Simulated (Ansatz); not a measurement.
Consider the ligand exchange at a Ge–S bond: `NC[S][GeH3]` + CH₃NH₂ → `C[NH][GeH3]` + `NCS`.

Gas-phase electronic energies from Ansatz, PBE0-D4/def2-TZVP geometries. CBS: MP2 limit from def2 TZ/QZ plus the TZ coupled-cluster correction, frozen cores. DFT in def2-TZVPP. B3LYP here is the variant with VWN-RPA as its local correlation; programs differ in this. For Ge outer-core shells are correlated without core-valence functions, which leaves a few kJ/mol of doubt a bond. Scalar relativity is left out up to krypton. One conformer a species, not always the lowest.

(1) Is it downhill or uphill in electronic energy at CCSD(T)/CBS, and by how much? (Best estimate.)

(2) What do these levels give: LDA (SPW92), B3LYP-D4, CAM-B3LYP-D4, PBE, BLYP, PBE0, B3LYP, r2SCANh, CCSD(T)/def2-SVP, SCS-MP2/def2-QZVPP, MP2/CBS(def2), CCSD/CBS(def2)? (Best estimate.)

Largest T1 diagnostic among the species: 0.011.

## Answers

(1) The calculation gave: Uphill: ΔE = +56.8 kJ/mol.

(2) Computed: LDA (SPW92) 59.9, B3LYP-D4 58.8, CAM-B3LYP-D4 54.3, PBE 60.2, BLYP 52.9, PBE0 61.1, B3LYP 54.4, r2SCANh 60.9, CCSD(T)/def2-SVP 55.2, SCS-MP2/def2-QZVPP 54.5, MP2/CBS(def2) 59.4, CCSD/CBS(def2) 55.4 kJ/mol.

Leaving LDA and LC-ωPBE aside and taking each functional with its dispersion term where it has one, the values, not all of them listed here, spread over 9.3 kJ/mol, from CAM-B3LYP-D4 to HSE06-D4. In def2-TZVPP, CCSD(T) changes the Hartree–Fock value by +3.6 kJ/mol (the triples alone add +1.5 kJ/mol) and MP2 by +6.2 kJ/mol. The D4 term adds +4.4 kJ/mol with B3LYP and +2.4 kJ/mol with PBE0; it sums over pairs of atoms, weighted by their polarisabilities, and B3LYP, whose exchange is more repulsive, gets the larger term.
